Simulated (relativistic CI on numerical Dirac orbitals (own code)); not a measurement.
## Ag⁴⁺ (4d7) in a crystal field

Calculated by Dirac-Coulomb-Breit CI, orbitals from a KLI potential per configuration, a model potential for QED, valence Slater integrals scaled by 0.8, one configuration in a parametric crystal field (own radial code).

Field parameters in Wybourne normalisation: D4h B²₀ = −7Ds, B⁴₀ = 21(Dq − Dt), B⁴₄ = 21√(5/14) Dq. The field is a parameter set, without covalency.

S is read from ⟨S²⟩ = S(S + 1).

Levels (cm⁻¹, degeneracy): 0 (2), 3840 (2), 12450 (2), 13616 (2), 13755 (2), 16076 (2), 16322 (2), 16390 (2), 26404 (2), 27384 (2), 28960 (2), 29701 (2).

Question: Which field gives this pattern?
A. D4h, 10Dq = 31500, Ds = 2180, Dt = 380 cm⁻¹
B. D4h, 10Dq = 31500, Ds = 550, Dt = 380 cm⁻¹
C. D4h, 10Dq = 31500, Ds = 1360, Dt = 380 cm⁻¹
D. D4h, 10Dq = 31500, Ds = 950, Dt = 380 cm⁻¹

Answer: B. D4h, 10Dq = 31500, Ds = 550, Dt = 380 cm⁻¹, ground level with S = 0.55.
